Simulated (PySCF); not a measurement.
CH4MgO. Atoms are numbered in the order given.

```xyz
7

Mg     0.0000     0.0000     0.1014
C      0.0000     0.0000    -1.9719
H     -0.8811    -0.5087    -2.3744
H      0.8811    -0.5087    -2.3744
H      0.0000     1.0174    -2.3744
O      0.0000     0.0000     1.8656
H      0.0000     0.0000     2.8121
```

Geometry: PBE0-D3(BJ)/def2-TZVP. The values are those of a single conformer.

Level of theory: PySCF with CAM-B3LYP/def2-TZVPD.

Gas-phase values at a fixed geometry.

The total energy is -315.85655 hartree. The point group is C3v. The highest occupied level is -8.67 eV, the lowest empty level comes out as -0.18 eV and the orbital gap comes out as 8.50 eV. The dipole moment is 0.011 e·Å. The quadrupole, principal values (traceless, Buckingham form, about the centre of nuclear charge) is -6.12, 3.06, 3.06 D·Å and the mean static polarisability is 42.8 bohr³ (6.35 Å³). The polarisability, principal values comes out as 37.9, 37.9, 52.7 bohr³.
